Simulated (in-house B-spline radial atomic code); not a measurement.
The numbers below are computed, except where a source is named.
# Ghost states of the separable form: C

C, [He] 2s2 2p2, non-relativistic PBE, spherical and spin-unpolarised, from a B-spline radial code for spherical atoms (atomic units; all potentials screened as in the neutral atom).

Troullier-Martins channels: 2s (ε = -0.5049, r_c = 1.223 bohr), 2p (ε = -0.1944, r_c = 1.825 bohr). In the Kleinman-Bylander form one channel serves as the local potential, and each other channel l becomes |δV u><u δV|/<u|δV|u>, with δV = V_l − V_local and u the pseudo-orbital. Its strength is E_KB = <u|δV²|u>/<u|δV|u>. By the analysis of Gonze, Stumpf and Scheffler a spurious state lies below the reference level ε if E_KB > 0 and ε is above the second level of the local potential alone, or if E_KB < 0 and ε is above its first. The table's levels are those of angular momentum l in a sphere of 9 bohr, whose wall can lift a shallow ε a little above its free-atom value.

| local | channel | <u δV u> | <u δV² u> | ε | first local level | second local level |
| --- | --- | --- | --- | --- | --- | --- |
| p | s | 0.45905 | 1.9087 | -0.5049 | -2.0070 | -0.0565 |
| s | p | -0.47481 | 1.9206 | -0.1943 | -0.0400 | 0.1485 |

Apply the rule to each row.

Local p, channel s: E_KB = +4.16, so ε = -0.5049 is set against -0.0565: no ghost. Local s, channel p: E_KB = -4.05, so ε = -0.1943 is set against -0.0400: no ghost.

Diagonalising the separable Hamiltonian gives:

```tsv
local	channel	three lowest levels	all-electron, two lowest valence levels
p	s	-0.5049, 0.0295, 0.2984	-0.5049, 0.0292
s	p	-0.1943, 0.0876, 0.3654	-0.1943, 0.0875
```

Which choices of local channel are safe?

All are free of ghosts. Among the safe choices the second level, which tests transfer, is off by at most 0.1 millihartree (s local), 0.3 millihartree (p local).
